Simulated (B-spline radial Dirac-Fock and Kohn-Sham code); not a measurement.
**Tb⁺: non-radiative channels of the 4d3/2 vacancy**

System: Tb⁺, configuration [Xe] 4f7 5d2 6s1 (not the ground configuration).

These are calculated numbers from a B-spline atomic structure program; the model is one-electron (LDA, Dirac) transition rates at Dirac-Fock energies. Kinetic energies are configuration averages from the vacuum level; the two-hole energies are estimated from single-hole states.

```csv
transition,kinetic energy (eV),width (meV),share (%)
N4-O1O1,–,11.6,0.5
N4-O1O2,–,13.0,0.5
N4-O1O3,–,15.2,0.6
N4-N6O1,–,233,9.8
N4-N7O1,–,23.3,1.0
N4-O2O3,86.77,16.0,0.7
N4-O1O4,–,10.3,0.4
N4-N6O2,97.73,185,7.8
N4-N7O2,98.55,56.5,2.4
N4-N6O3,103.1,309,13.0
N4-N7O3,104.1,22.7,1.0
N4-N6N6,110.1,309,13.0
N4-N6N7,111.0,959,40.5
N4-N7N7,111.9,11.8,0.5
N4-O3O4,121.5,10.8,0.5
N4-N6O4,133.7,42.1,1.8
N4-N6O5,134.1,46.5,2.0
N4-N7O4,134.6,47.6,2.0
N4-N6P1,138.3,16.7,0.7
```

A dash stands for an energy that rests on an unreliable hole state.

Coster-Kronig rates are the weakest part of this model and often come out 1.5 to 2.5 times too large. The listed channels hold 99 % of the non-radiative rate. Summed by principal shells, of 2.37 eV in all: NNN 54.0 %, NNO 40.8 %, NOO 4.3 %, NNP 0.8 %.
